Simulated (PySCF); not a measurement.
Molfile (atoms numbered from 1):
```
C8H7N
     RDKit          3D

 16 15  0  0  0  0  0  0  0  0999 V2000
   -3.2331    0.3945    0.0818 C   0  0  0  0  0  0  0  0  0  0  0  0
   -2.0624    0.1683    0.2390 C   0  0  0  0  0  0  0  0  0  0  0  0
   -0.7057   -0.1201    0.4831 C   0  0  0  0  0  0  0  0  0  0  0  0
   -0.3898   -0.7495    1.8068 C   0  0  0  0  0  0  0  0  0  0  0  0
    0.2309    0.1736   -0.4607 C   0  0  0  0  0  0  0  0  0  0  0  0
   -0.1978    0.7669   -1.6725 C   0  0  0  0  0  0  0  0  0  0  0  0
   -0.5310    1.2483   -2.6589 N   0  0  0  0  0  0  0  0  0  0  0  0
    1.6520   -0.0827   -0.3089 C   0  0  0  0  0  0  0  0  0  0  0  0
    2.5601    0.2082   -1.2360 C   0  0  0  0  0  0  0  0  0  0  0  0
   -4.2491    0.6010   -0.0790 H   0  0  0  0  0  0  0  0  0  0  0  0
    0.0829   -1.7219    1.6681 H   0  0  0  0  0  0  0  0  0  0  0  0
   -1.3029   -0.8860    2.3812 H   0  0  0  0  0  0  0  0  0  0  0  0
    0.2899   -0.1184    2.3794 H   0  0  0  0  0  0  0  0  0  0  0  0
    1.9551   -0.5356    0.6245 H   0  0  0  0  0  0  0  0  0  0  0  0
    3.6054    0.0022   -1.0837 H   0  0  0  0  0  0  0  0  0  0  0  0
    2.2880    0.6600   -2.1756 H   0  0  0  0  0  0  0  0  0  0  0  0
  1  2  3  0
  2  3  1  0
  3  4  1  0
  3  5  2  0
  5  6  1  0
  6  7  3  0
  5  8  1  0
  8  9  2  0
  1 10  1  0
  4 11  1  0
  4 12  1  0
  4 13  1  0
  8 14  1  0
  9 15  1  0
  9 16  1  0
M  END
```

No relativistic terms, equivalent nuclei averaged, a single conformation, isolated molecule. Structure optimised with GFN2-xTB; σ from GIAO-PBE0/pcSseg-1; PySCF.

Scale: TMS for ¹³C (reference shieldings calculated alike).

Problem. Do the ¹³C shifts follow the atomic charges (in e)? Tabulate both.

Solution. 
```csv
atoms,hybridisation,δ (ppm),σ para (ppm),Hirshfeld,IAO,Mulliken,ESP-fitted
C3,sp2,139.6,-211,+0.04,+0.04,-0.32,+0.49
C8,sp2,135.8,-199,-0.04,-0.14,-0.15,+0.00
C9,sp2,130.2,-196,-0.08,-0.29,-0.08,-0.43
C5,sp2,127.5,-197,+0.01,-0.04,-0.10,-0.41
C6,sp,120.8,-194,+0.08,+0.14,+0.09,+0.54
C1,sp,103.5,-178,-0.08,-0.20,-0.34,-0.26
C2,sp,89.6,-151,-0.04,-0.03,+0.41,-0.22
C4,sp3,21.7,-79,-0.10,-0.43,-0.14,-0.53
```

Correlation coefficients of δ with charge over these carbons: Hirshfeld +0.56, IAO +0.61, Mulliken -0.16, ESP-fitted +0.50; with the paramagnetic shielding -0.99. Among the 4 sp2 carbons alone: Hirshfeld +0.38, IAO +0.44, Mulliken -0.87, ESP-fitted +0.96. With so few points, grouped by hybridisation, these coefficients are fragile. Charge is one influence among several: hybridisation and low-lying excitations act through the paramagnetic term.

Shifts are as computed. Against solution values, carbons near 30 ppm lie about +3 ppm off and those near 130 ppm about +5 ppm. Of 1211 compounds with measured shifts, 218 miss one by over three times the rms of a fit or turn the order of signals round; such compounds aren't used in these exercises.
